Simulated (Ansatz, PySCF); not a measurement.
CH3IMgS, SMILES [Mg]([I])[S]C.

Coordinates come from a B3LYP-D3(BJ)/def2-SVP optimisation. The structure was generated by enumeration; whether it is a known compound was not checked. The def2 effective core potentials stand for the cores of I; spin–orbit coupling is left out. Other conformers were not sampled.

Vertical ionisation energy (IE) and electron affinity (EA) in eV. Rows of orbital energies are one-electron estimates. Where ΔSCF, EOM or ADC give a negative EA the extra electron is unbound and the value depends on the basis.

```
level                                                                  IE     EA
-------------------------------------------------------------------  ----  -----
−ε(HOMO), −ε(LUMO), ωB97X/def2-TZVP (PySCF)                          9.10  -0.04
−ε(HOMO), −ε(LUMO), PBE/def2-TZVP (PySCF)                            5.61   2.34
ΔSCF, PBE0/def2-SVPD (Ansatz), final states of multiplicity 2 and 2  8.78   0.42
ΔSCF, PBE/def2-SVPD (Ansatz), final states of multiplicity 2 and 2   8.45   0.49
```

Problem. What vertical singlet–triplet gap does ΔSCF give with PBE0/def2-SVPD (Ansatz, a quantum-chemistry and plane-wave program) and with PBE/def2-SVPD (Ansatz)? (Estimate from the structure and the level; the computed values follow.)

Solution. 3.87 and 3.52 eV (triplet above singlet where positive).
